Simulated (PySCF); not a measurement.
# Ge: excitation energy

Ge [Ar] 3d10 4s2 4p2 (3P) → Ge [Ar] 3d10 4s1 4p2 5s1 (5P), as a difference of total energies. All numbers are calculated (PySCF 2.14, scalar relativity through the core potential, in aug-cc-pVTZ-PP with one added diffuse shell each of s, d, f type with ECP10MDF (7s5p5d3f, 68 functions)). Correlated levels: valence: 3s2 3p6 3d10 frozen. The calculations carry no spin-orbit coupling.

```
           method  excitation energy (eV)
              UHF                   9.129
    MP2 (valence)                  10.139
SCS-MP2 (valence)                  10.454
   CCSD (valence)                  10.368
CCSD(T) (valence)                  10.412
```

Task: How much does correlation contribute at CCSD(T) (valence)?

Result: 10.412 − (9.129) = 1.283 eV, measured against UHF.

The upper state lies above the first ionisation limit, but in LS coupling its spin forbids autoionisation to the ground ion. A Rydberg-like electron needs more diffuse functions than a valence basis has.

The promoted electron is Rydberg-like, and one or two diffuse shells describe it only roughly, which tends to raise the upper state.
